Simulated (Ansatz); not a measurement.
Input file for Ansatz (a first-principles code): R-CCSD(T)/cc-pV(T+d)Z on CH3FOSi (SMILES CO[Si]F), a point of a torsion scan. Files ending in .json are basis or fitting sets from the Basis Set Exchange.

Ansatz 0.2 input:
```yaml
crystal:
  periodic: [false, false, false]
  atoms:
    - {symbol: C, position_ang: [-0.77573964, 0.02591265, 0.14569796]}
    - {symbol: O, position_ang: [0.36536131, 0.80913947, 0.16381385]}
    - {symbol: Si, position_ang: [1.91269918, 0.49967130, -0.22888742]}
    - {symbol: F, position_ang: [2.39690162, 2.00969996, 0.13740963]}
    - {symbol: H, position_ang: [-0.85322385, -0.54311274, -0.78533566]}
    - {symbol: H, position_ang: [-1.64348744, 0.68163047, 0.23661199]}
    - {symbol: H, position_ang: [-0.77207118, -0.67671768, 0.98442477]}
basis:
  gaussian:
    orbitals: cc-pV_T+d_Z.json
magnetization: {spin_polarized: false}
correlation: {method: ccsd_t, electrons: outside_noble_gas}
scf: {lower_state_search: off}
```

The log:

```
WARN ansatz: RAYON_NUM_THREADS=1 ignored (pool sized by the plan → 1); use --threads N
Functional definition: HF
these checks for a lower state are left out or cut short: stability, starts, cluster_reference, orbital_swaps, neighbouring_geometries, increment
integrals: 0.51 GiB planned
1013 factors; integrals over basis functions are off by at most 1.0e-3 eV
mean field: 0.45 GiB planned
mean field evaluation 1: about -13684.2663 eV, gradient 4.1e1 eV
mean field evaluation 2: about -13684.4433 eV, gradient 4.1e1 eV
mean field evaluation 4: about -13687.6707 eV, gradient 3.1e0 eV
mean field evaluation 8: about -13687.7168 eV, gradient 3.2e-1 eV
mean field -13687.71713518 eV, -503.0143268500 hartree, gradient 2.5e-6 eV, S^2 0.000000; 0 other end points of the search recorded, 0 dependent functions left out
8 core orbitals not correlated
reference -13687.71713518 eV, -503.0143268500 hartree; 12, 12 occupied and 151, 151 virtual orbitals, 1013 factors
second order -20.69727542 eV of doubles, -0.00000000 eV of singles
coupled cluster: 1.47 GiB planned
cycle   1  -20.67820900 eV  change    1.9e-2 eV  update   1.1e-1
cycle   2  -21.18844444 eV  change   -5.1e-1 eV  update   3.5e-2
cycle   3  -21.32960704 eV  change   -1.4e-1 eV  update   2.0e-2
cycle   4  -21.30725936 eV  change    2.2e-2 eV  update   4.5e-3
cycle   5  -21.30441421 eV  change    2.8e-3 eV  update   2.0e-3
cycle   6  -21.30565837 eV  change   -1.2e-3 eV  update   6.6e-4
cycle   7  -21.30524130 eV  change    4.2e-4 eV  update   2.5e-4
cycle   8  -21.30514186 eV  change    9.9e-5 eV  update   9.3e-5
cycle   9  -21.30520895 eV  change   -6.7e-5 eV  update   3.3e-5
cycle  10  -21.30521352 eV  change   -4.6e-6 eV  update   1.4e-5
perturbative correction -0.76005278 eV, -0.0279314243 hartree
Total energy: -13709.78240148 eV, -503.8252104301 hartree
Checks for a lower state left out: stability, starts, cluster_reference, orbital_swaps, neighbouring_geometries, increment
```

The run converged.

Cost: very roughly 80 core-seconds.
